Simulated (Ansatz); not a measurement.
Consider the ligand exchange at the Si–C bond: `FC([SiH3])SS` + `[OH][Ga]([Br])[Br]` → `[SiH3][O][Ga]([Br])[Br]` + `FCSS`.

Isolated molecules relaxed with PBE0-D4/def2-TZVP in Ansatz; ΔE leaves out vibrations. CCSD(T)/CBS adds triple-zeta CCSD(T) − MP2 to the extrapolated MP2 energy (def2 sets, frozen cores). DFT in def2-TZVPP. For Br, Ga outer-core shells are correlated without core-valence functions, which leaves a few kJ/mol of doubt a bond. Scalar relativity is left out up to krypton. One conformer a species, not always the lowest.

```tsv
level	ΔE (kJ/mol)
ωB97X-V	-114.4
CCSD/def2-TZVPP	-123.5
HF/def2-QZVPP	-152.7
MP2/def2-QZVPP	-118.6
```

Task: What does CCSD(T)/CBS give? (An estimate is asked.)

Result: The calculation gave: -115.6 kJ/mol. The listed levels differ from it by 1.2, -7.9, -37.1, -3.0 kJ/mol.

Largest T1 diagnostic among the species: 0.013.

In def2-TZVPP, CCSD(T) changes the Hartree–Fock value by +32.4 kJ/mol (the triples alone add +5.3 kJ/mol) and MP2 by +31.2 kJ/mol. The D4 term adds +4.5 kJ/mol with B3LYP and +2.2 kJ/mol with PBE0; it sums over pairs of atoms, weighted by their polarisabilities, and B3LYP, whose exchange is more repulsive, gets the larger term.

B3LYP here is the variant with VWN-RPA as its local correlation; programs differ in this.
